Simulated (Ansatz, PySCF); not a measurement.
Reaction R1 → P1, each structure at its B3LYP-D3(BJ)/def2-TZVP stationary point, reached from a drawn start; harmonic modes at that level show minima.
R1, C2H4F2 (SMILES FCCF) (charge 0, multiplicity 1):
```xyz
8

F     -1.381     0.890    -0.646
C     -0.739    -0.142     0.029
C      0.752     0.027    -0.036
F      1.162     1.090     0.762
H     -1.023    -1.085    -0.445
H     -1.084    -0.132     1.066
H      1.242    -0.880     0.330
H      1.073     0.232    -1.060
```
P1, C2H4F2 (SMILES FCCF) (charge 0, multiplicity 1):
```xyz
8

F     -1.3520     0.9584    -0.6523
C     -0.7511    -0.0912     0.0384
C      0.7511     0.0912    -0.0384
F      1.3520    -0.9586     0.6520
H     -1.0558    -1.0301    -0.4271
H     -1.0962    -0.0657     1.0734
H      1.0961     0.0660    -1.0734
H      1.0558     1.0299     0.4274
```

P less R. No zero-point or thermal terms. One arrangement of each flexible species, with no search for the lowest.

Cores are frozen in the correlated methods.

Run with Ansatz (a program for electronic structure); PySCF for the D3/D4 terms. No computed number here is a measurement.

Question: What is the computed reaction energy (MP2/cc-pVQZ)?

Answer: 4 kJ/mol

Question: Estimate the reaction energy that BLYP-D4/def2-TZVPP returns for this input.

Answer: 5 kJ/mol

Question: What reaction energy does wB97M-V/def2-TZVPP give?

Answer: 4 kJ/mol
